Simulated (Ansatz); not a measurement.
Ansatz (a first-principles code) input (B3LYP-D3(BJ)/def2-TZVP):

Ansatz 0.2 input:
```yaml
crystal:
  periodic: [false, false, false]
  atoms:
    - {symbol: C, position_ang: [-1.52999959, 0.22163248, 0.02102270]}
    - {symbol: C, position_ang: [-0.67327963, -0.97806655, 0.27994281]}
    - {symbol: C, position_ang: [0.54688804, -0.01274770, 0.36309401]}
    - {symbol: C, position_ang: [-0.36909082, 1.15819031, -0.10322201]}
    - {symbol: N, position_ang: [1.63428166, -0.33107081, -0.54838567]}
    - {symbol: H, position_ang: [-2.59357930, 0.34687099, -0.12509569]}
    - {symbol: H, position_ang: [-0.58865251, -1.66898868, -0.56864647]}
    - {symbol: H, position_ang: [-0.88918391, -1.56953415, 1.17578593]}
    - {symbol: H, position_ang: [0.86478547, 0.12858318, 1.40342940]}
    - {symbol: H, position_ang: [-0.37314859, 2.05447819, 0.52577327]}
    - {symbol: H, position_ang: [-0.14195043, 1.46811021, -1.13132502]}
    - {symbol: H, position_ang: [2.10412626, -1.18300848, -0.26053526]}
    - {symbol: H, position_ang: [2.33052341, 0.40693318, -0.54571149]}
basis:
  gaussian:
    orbitals: def2-TZVP
hamiltonian:
  xc: b3lyp
  dispersion: d3bj
magnetization: {spin_polarized: true, initial_magnetization: 1}
phonons: {temperatures: {t_min: 298.15, t_max: 298.15, t_step: 100}}
```

Output:

```
Functional definition: B3LYP
integrals: 0.11 GiB planned
1227 factors; their error is unknown
mean field: 1.37 GiB planned
mean field evaluation 1: about -5755.0761 eV, gradient 5.4e1 eV
mean field evaluation 2: about -5739.1123 eV, gradient 7.9e1 eV
mean field evaluation 4: about -5768.1799 eV, gradient 3.7e0 eV
mean field evaluation 8: about -5768.2413 eV, gradient 8.6e-2 eV
mean field evaluation 16: about -5768.2058 eV, gradient 4.5e-4 eV
mean field -5768.20576466 eV, -211.9776520211 hartree, gradient 7.8e-5 eV, S^2 0.754621; 0 other end points of the search recorded, 0 dependent functions left out
the calculation of the forces begins
reference -5768.20604550 eV, -211.9776623417 hartree; 20, 19 occupied and 183, 184 virtual orbitals, 1227 factors
these checks for a lower state are left out or cut short: stability, starts, cluster_reference, orbital_swaps, neighbouring_geometries, increment
integrals: 0.11 GiB planned
1227 factors; their error is unknown
mean field: 1.37 GiB planned
mean field -5768.20574887 eV, -211.9776514408 hartree, gradient 2.3e-6 eV, S^2 0.754617; 0 other end points of the search recorded, 0 dependent functions left out
the calculation of the forces begins
reference -5768.20602971 eV, -211.9776617615 hartree; 20, 19 occupied and 183, 184 virtual orbitals, 1227 factors
these checks for a lower state are left out or cut short: stability, starts, cluster_reference, orbital_swaps, neighbouring_geometries, increment
integrals: 0.11 GiB planned
1227 factors; their error is unknown
mean field: 1.37 GiB planned
mean field evaluation 32: about -5768.2057 eV, gradient 8.4e-3 eV
mean field -5768.20573041 eV, -211.9776507621 hartree, gradient 2.3e-6 eV, S^2 0.754624; 0 other end points of the search recorded, 0 dependent functions left out
the calculation of the forces begins
reference -5768.20601124 eV, -211.9776610826 hartree; 20, 19 occupied and 183, 184 virtual orbitals, 1227 factors
these checks for a lower state are left out or cut short: stability, starts, cluster_reference, orbital_swaps, neighbouring_geometries, increment
integrals: 0.11 GiB planned
1227 factors; their error is unknown
mean field: 1.36 GiB planned
mean field -5768.20561437 eV, -211.9776464981 hartree, gradient 2.3e-6 eV, S^2 0.754623; 0 other end points of the search recorded, 0 dependent functions left out
the calculation of the forces begins
reference -5768.20589531 eV, -211.9776568222 hartree; 20, 19 occupied and 183, 184 virtual orbitals, 1227 factors
these checks for a lower state are left out or cut short: stability, starts, cluster_reference, orbital_swaps, neighbouring_geometries, increment
integrals: 0.11 GiB planned
1227 factors; their error is unknown
mean field: 1.37 GiB planned
mean field -5768.20558820 eV, -211.9776455362 hartree, gradient 2.3e-6 eV, S^2 0.754619; 0 other end points of the search recorded, 0 dependent functions left out
the calculation of the forces begins
reference -5768.20586894 eV, -211.9776558532 hartree; 20, 19 occupied and 183, 184 virtual orbitals, 1227 factors
these checks for a lower state are left out or cut short: stability, starts, cluster_reference, orbital_swaps, neighbouring_geometries, increment
integrals: 0.11 GiB planned
1227 factors; their error is unknown
mean field: 1.36 GiB planned
mean field -5768.20562704 eV, -211.9776469636 hartree, gradient 2.3e-6 eV, S^2 0.754624; 0 other end points of the search recorded, 0 dependent functions left out
the calculation of the forces begins
reference -5768.20590788 eV, -211.9776572841 hartree; 20, 19 occupied and 183, 184 virtual orbitals, 1227 factors
these checks for a lower state are left out or cut short: stability, starts, cluster_reference, orbital_swaps, neighbouring_geometries, increment
integrals: 0.11 GiB planned
[...]
mean field -5768.20569760 eV, -211.9776495565 hartree, gradient 2.3e-6 eV, S^2 0.754619; 0 other end points of the search recorded, 0 dependent functions left out
the calculation of the forces begins
reference -5768.20597838 eV, -211.9776598752 hartree; 20, 19 occupied and 183, 184 virtual orbitals, 1227 factors
these checks for a lower state are left out or cut short: stability, starts, cluster_reference, orbital_swaps, neighbouring_geometries, increment
integrals: 0.11 GiB planned
1227 factors; their error is unknown
mean field: 1.37 GiB planned
mean field -5768.20575599 eV, -211.9776517023 hartree, gradient 2.3e-6 eV, S^2 0.754623; 0 other end points of the search recorded, 0 dependent functions left out
the calculation of the forces begins
reference -5768.20603688 eV, -211.9776620248 hartree; 20, 19 occupied and 183, 184 virtual orbitals, 1227 factors
these checks for a lower state are left out or cut short: stability, starts, cluster_reference, orbital_swaps, neighbouring_geometries, increment
integrals: 0.11 GiB planned
1227 factors; their error is unknown
mean field: 1.36 GiB planned
mean field evaluation 256: about -5768.2057 eV, gradient 8.4e-3 eV
mean field -5768.20571164 eV, -211.9776500725 hartree, gradient 2.3e-6 eV, S^2 0.754622; 0 other end points of the search recorded, 0 dependent functions left out
the calculation of the forces begins
reference -5768.20599253 eV, -211.9776603949 hartree; 20, 19 occupied and 183, 184 virtual orbitals, 1227 factors
these checks for a lower state are left out or cut short: stability, starts, cluster_reference, orbital_swaps, neighbouring_geometries, increment
integrals: 0.11 GiB planned
1227 factors; their error is unknown
mean field: 1.36 GiB planned
mean field -5768.20567540 eV, -211.9776487409 hartree, gradient 2.3e-6 eV, S^2 0.754620; 0 other end points of the search recorded, 0 dependent functions left out
the calculation of the forces begins
reference -5768.20595619 eV, -211.9776590595 hartree; 20, 19 occupied and 183, 184 virtual orbitals, 1227 factors
these checks for a lower state are left out or cut short: stability, starts, cluster_reference, orbital_swaps, neighbouring_geometries, increment
integrals: 0.11 GiB planned
1227 factors; their error is unknown
mean field: 1.37 GiB planned
mean field -5768.20570277 eV, -211.9776497467 hartree, gradient 2.3e-6 eV, S^2 0.754621; 0 other end points of the search recorded, 0 dependent functions left out
the calculation of the forces begins
reference -5768.20598367 eV, -211.9776600696 hartree; 20, 19 occupied and 183, 184 virtual orbitals, 1227 factors
these checks for a lower state are left out or cut short: stability, starts, cluster_reference, orbital_swaps, neighbouring_geometries, increment
integrals: 0.11 GiB planned
1227 factors; their error is unknown
mean field: 1.37 GiB planned
mean field -5768.20565044 eV, -211.9776478233 hartree, gradient 2.3e-6 eV, S^2 0.754621; 0 other end points of the search recorded, 0 dependent functions left out
the calculation of the forces begins
reference -5768.20593121 eV, -211.9776581414 hartree; 20, 19 occupied and 183, 184 virtual orbitals, 1227 factors
these checks for a lower state are left out or cut short: stability, starts, cluster_reference, orbital_swaps, neighbouring_geometries, increment
integrals: 0.11 GiB planned
1227 factors; their error is unknown
mean field: 1.37 GiB planned
mean field evaluation 288: about -5768.2058 eV, gradient 2.3e-6 eV
mean field -5768.20575701 eV, -211.9776517398 hartree, gradient 2.3e-6 eV, S^2 0.754621; 0 other end points of the search recorded, 0 dependent functions left out
the calculation of the forces begins
reference -5768.20603785 eV, -211.9776620606 hartree; 20, 19 occupied and 183, 184 virtual orbitals, 1227 factors
these checks for a lower state are left out or cut short: stability, starts, cluster_reference, orbital_swaps, neighbouring_geometries, increment
integrals: 0.11 GiB planned
1227 factors; their error is unknown
mean field: 1.37 GiB planned
mean field -5768.20573146 eV, -211.9776508009 hartree, gradient 2.3e-6 eV, S^2 0.754621; 0 other end points of the search recorded, 0 dependent functions left out
the calculation of the forces begins
reference -5768.20601229 eV, -211.9776611211 hartree; 20, 19 occupied and 183, 184 virtual orbitals, 1227 factors
these checks for a lower state are left out or cut short: stability, starts, cluster_reference, orbital_swaps, neighbouring_geometries, increment
integrals: 0.11 GiB planned
1227 factors; their error is unknown
mean field: 1.37 GiB planned
mean field -5768.20576053 eV, -211.9776518690 hartree, gradient 2.3e-6 eV, S^2 0.754621; 0 other end points of the search recorded, 0 dependent functions left out
the calculation of the forces begins
reference -5768.20604136 eV, -211.9776621894 hartree; 20, 19 occupied and 183, 184 virtual orbitals, 1227 factors
these checks for a lower state are left out or cut short: stability, starts, cluster_reference, orbital_swaps, neighbouring_geometries, increment
integrals: 0.11 GiB planned
1227 factors; their error is unknown
mean field: 1.37 GiB planned
mean field -5768.20568645 eV, -211.9776491469 hartree, gradient 2.3e-6 eV, S^2 0.754621; 0 other end points of the search recorded, 0 dependent functions left out
the calculation of the forces begins
reference -5768.20596729 eV, -211.9776594677 hartree; 20, 19 occupied and 183, 184 virtual orbitals, 1227 factors
these checks for a lower state are left out or cut short: stability, starts, cluster_reference, orbital_swaps, neighbouring_geometries, increment
integrals: 0.11 GiB planned
1227 factors; their error is unknown
mean field: 1.37 GiB planned
mean field -5768.20564863 eV, -211.9776477570 hartree, gradient 2.3e-6 eV, S^2 0.754621; 0 other end points of the search recorded, 0 dependent functions left out
the calculation of the forces begins
reference -5768.20592948 eV, -211.9776580781 hartree; 20, 19 occupied and 183, 184 virtual orbitals, 1227 factors
these checks for a lower state are left out or cut short: stability, starts, cluster_reference, orbital_swaps, neighbouring_geometries, increment
integrals: 0.11 GiB planned
1227 factors; their error is unknown
mean field: 1.37 GiB planned
mean field evaluation 320: about -5768.2057 eV, gradient 5.5e-4 eV
mean field -5768.20567940 eV, -211.9776488878 hartree, gradient 2.3e-6 eV, S^2 0.754621; 0 other end points of the search recorded, 0 dependent functions left out
the calculation of the forces begins
reference -5768.20596023 eV, -211.9776592078 hartree; 20, 19 occupied and 183, 184 virtual orbitals, 1227 factors
these checks for a lower state are left out or cut short: stability, starts, cluster_reference, orbital_swaps, neighbouring_geometries, increment
integrals: 0.11 GiB planned
1227 factors; their error is unknown
mean field: 1.36 GiB planned
mean field -5768.20574009 eV, -211.9776511182 hartree, gradient 2.3e-6 eV, S^2 0.754621; 0 other end points of the search recorded, 0 dependent functions left out
the calculation of the forces begins
reference -5768.20602091 eV, -211.9776614380 hartree; 20, 19 occupied and 183, 184 virtual orbitals, 1227 factors
these checks for a lower state are left out or cut short: stability, starts, cluster_reference, orbital_swaps, neighbouring_geometries, increment
integrals: 0.11 GiB planned
1227 factors; their error is unknown
mean field: 1.37 GiB planned
mean field -5768.20575450 eV, -211.9776516477 hartree, gradient 2.3e-6 eV, S^2 0.754621; 0 other end points of the search recorded, 0 dependent functions left out
the calculation of the forces begins
reference -5768.20603536 eV, -211.9776619690 hartree; 20, 19 occupied and 183, 184 virtual orbitals, 1227 factors
Total energy: -5768.63980098 eV, -211.9936025616 hartree
Atom 0 at    -1.530000     0.221632     0.021023 Å, force    -0.000592    -0.000023    -0.000601 eV/Å
Atom 1 at    -0.673280    -0.978067     0.279943 Å, force    -0.000119    -0.000162     0.001211 eV/Å
Atom 2 at     0.546888    -0.012748     0.363094 Å, force    -0.000175    -0.000109    -0.000744 eV/Å
Atom 3 at    -0.369091     1.158190    -0.103222 Å, force    -0.000012     0.000590     0.001076 eV/Å
Atom 4 at     1.634282    -0.331071    -0.548386 Å, force     0.001163    -0.000154     0.000062 eV/Å
Atom 5 at    -2.593579     0.346871    -0.125096 Å, force     0.000237    -0.000029     0.000026 eV/Å
Atom 6 at    -0.588653    -1.668989    -0.568646 Å, force     0.000140     0.000315    -0.000001 eV/Å
Atom 7 at    -0.889184    -1.569534     1.175786 Å, force    -0.000176     0.000016    -0.000271 eV/Å
Atom 8 at     0.864785     0.128583     1.403429 Å, force    -0.000135    -0.000031    -0.000280 eV/Å
Atom 9 at    -0.373149     2.054478     0.525773 Å, force    -0.000186    -0.000059    -0.000258 eV/Å
Atom 10 at    -0.141950     1.468110    -1.131325 Å, force     0.000049    -0.000322     0.000114 eV/Å
Atom 11 at     2.104126    -1.183008    -0.260535 Å, force    -0.000095    -0.000001    -0.000169 eV/Å
Atom 12 at     2.330523     0.406933    -0.545711 Å, force    -0.000099    -0.000031    -0.000164 eV/Å
Dipole moment:     0.189818     0.010287     0.208045 e Å
Vibrations: 99.26 206.46 268.10 387.10 446.68 696.53 785.26 836.61 857.51 908.02 960.32 987.21 1023.93 1030.80 1123.14 1173.66 1206.16 1222.67 1272.03 1279.54 1346.55 1379.75 1446.63 1463.77 1651.36 2972.94 2980.37 2984.34 3022.04 3022.86 3197.01 3469.27 3545.15 cm⁻¹, zero-point energy 3.053296 eV
```

It need not be the lowest isomer of its formula.
